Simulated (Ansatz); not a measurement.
BH7Si3 (`[SiH3][SiH]1B[SiH2]1`). Charge 0, multiplicity 1.

Cartesian coordinates in Å:
```
Si -0.517 0.097 1.848
Si 0.839 -0.720 0.135
B 1.430 0.191 -1.415
Si -0.392 0.549 -1.739
H -1.827 -0.606 1.885
H 0.178 -0.151 3.142
H -0.738 1.556 1.690
H 1.250 -2.127 0.415
H 2.217 -0.220 -2.208
H -1.306 1.184 -0.759
H -1.134 0.248 -2.993
```

**Question.** What are the harmonic wavenumbers in cm⁻¹ at PBE0-D4/def2-TZVP (Ansatz, finite differences of forces, unscaled)? (Estimate.)

**Answer.** The calculation gave: 96, 123, 156, 215, 386, 414, 441, 505, 519, 543, 549, 623, 710, 740, 818, 830, 880, 932, 941, 957, 2187, 2210, 2215, 2223, 2241, 2249, 2678.

**Question.** Is this a minimum?

**Answer.** Yes, all 27 modes are real.

**Question.** Give the ideal-gas thermochemistry at 298.15 K and 1 bar (rigid rotor, harmonic oscillator; point group C1, symmetry number 1).

**Answer.** Zero-point energy 163.8 kJ/mol; H(298) − E = 186.8 kJ/mol; entropy 356.7 J/(mol·K), of which translation 166.6, rotation 114.2, vibration 75.9; G(298) − E = 80.5 kJ/mol. Modes under 100 cm⁻¹ are hindered rotations or soft bends, so the harmonic entropy is rough.

**Question.** And at 400, 500, 600, 800 and 1000 K?

**Answer.** 
| T (K) | H − E (kJ/mol) | S (J/mol/K) | G − E (kJ/mol) |
| --- | --- | --- | --- |
| 400 | 201.0 | 397.4 | 42.0 |
| 500 | 216.9 | 432.9 | 0.5 |
| 600 | 234.3 | 464.5 | -44.4 |
| 800 | 272.4 | 519.3 | -143.0 |
| 1000 | 314.0 | 565.5 | -251.6 |

**Question.** Rotational constants (cm⁻¹)?

**Answer.** 0.1861, 0.06681, 0.0525.
